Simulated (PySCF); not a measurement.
Molecule: SMILES [C@]1(C(=O)O)(F)CCOC1, C5H7FO3.

Geometry (Å), atoms numbered from 1 in this order:
```xyz
16

O     2.035   -1.159    0.579
C     1.729   -0.222   -0.105
O     2.597    0.663   -0.582
C     0.294    0.129   -0.489
F     0.297    0.623   -1.780
C    -0.675   -1.048   -0.350
C    -1.854   -0.429    0.411
O    -1.276    0.564    1.233
C    -0.292    1.203    0.469
H     3.505    0.426   -0.332
H    -0.955   -1.440   -1.325
H    -0.197   -1.830    0.240
H    -2.567    0.028   -0.290
H    -2.376   -1.131    1.058
H     0.447    1.630    1.148
H    -0.718    2.002   -0.155
```

Frames of a GFN2-xTB Langevin trajectory at 600 K; GIAO PBE0/pcSseg-1 shieldings in PySCF, gas phase, non-relativistic; equivalent atoms averaged within each frame.

Referencing at the same level of theory: $^{17}$O (σref 336.08) against H2O; TMS for $^{13}$C (σref 186.93), $^{1}$H (σref 31.72); $^{19}$F (σref 170.95) against CFCl3. The references are static minima.

**Question.** How do the shifts (ppm) fluctuate along the trajectory?

**Answer.** 
| time (fs) | O1 | O3 | O8 | C2 | C4 | C9 | C7 | C6 | F5 | H10 |
| --- | --- | --- | --- | --- | --- | --- | --- | --- | --- | --- |
| 250 | 433.2 | 217.2 | 38.2 | 176.7 | 104.5 | 88.6 | 62.7 | 47.2 | -210.1 | 6.97 |
| 425 | 446.2 | 181.7 | 40.1 | 183.3 | 107.9 | 97.2 | 76.7 | 35.4 | -181.9 | 7.22 |
| 625 | 466.9 | 233.5 | 74.7 | 186.5 | 105.4 | 87.6 | 84.4 | 45.5 | -157.8 | 8.01 |
| 800 | 414.4 | 213.7 | 33.5 | 166.2 | 98.6 | 91.7 | 72.3 | 43.3 | -147.8 | 7.16 |
| 1000 | 455.6 | 210.6 | 50.1 | 169.2 | 103.4 | 81.7 | 71.1 | 50.2 | -153.0 | 6.42 |
| mean of frames | 443.3 | 211.3 | 47.3 | 176.4 | 103.9 | 89.4 | 73.5 | 44.3 | -170.1 | 7.16 |
| standard deviation | 20.3 | 18.8 | 16.5 | 8.7 | 3.4 | 5.7 | 7.9 | 5.6 | 25.9 | 0.57 |

5 frames give an uncertainty of the mean of about the standard deviation over 2.2 at best, since frames this close in time may not be independent; classical motion lacks zero-point vibration, and the reference would need the same averaging.
